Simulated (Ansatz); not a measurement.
P₇S₂⁺, relaxed as a singlet with RKS PBE-D4/def2-SVP in Ansatz, starting from the GFN2-xTB geometry. Force threshold 0.02 eV/Å.

Another isomer (singlet) lies 0.38 eV lower at PBE0-D4/def2-TZVP; other spin states weren't run for this one.

Start:

Cartesian coordinates in Å:
```
P 0.1249 -1.9789 0.5809
P -0.7945 -0.9036 2.2973
P 0.7860 1.8013 -1.3418
P 0.1793 1.6385 0.8674
P -1.8016 0.5697 0.8439
P -1.3598 -1.0058 -0.7450
P -0.1690 0.0848 -2.3657
S 1.1774 -0.2092 1.5590
S 1.8573 0.0032 -1.6959
```

Question: Estimate the energy that the relaxation releases and the steps that it takes.

Answer: 11.2 kJ/mol, in 12 steps; 26 s on 4 threads of Arm Neoverse V1 on a shared host. No frequencies were taken in this run, so the end may be a saddle point.

Question: Does the start keep its bonding?

Answer: By distances, no bond broke or formed. The bond that changes most is P2–S8, from 2.22 to 2.29 Å (atoms count from 1).

Question: Predict the relaxed structure.

Answer: 
```xyz
9

P     0.049   -2.015    0.573
P    -0.764   -0.830    2.355
P     0.723    1.850   -1.354
P     0.154    1.591    0.895
P    -1.840    0.594    0.839
P    -1.405   -0.988   -0.725
P    -0.094    0.000   -2.366
S     1.243   -0.292    1.390
S     1.934    0.091   -1.608
```
Bond lengths: 8 × P–P 2.20 to 2.34 Å; 5 × P–S 2.15 to 2.29 Å.
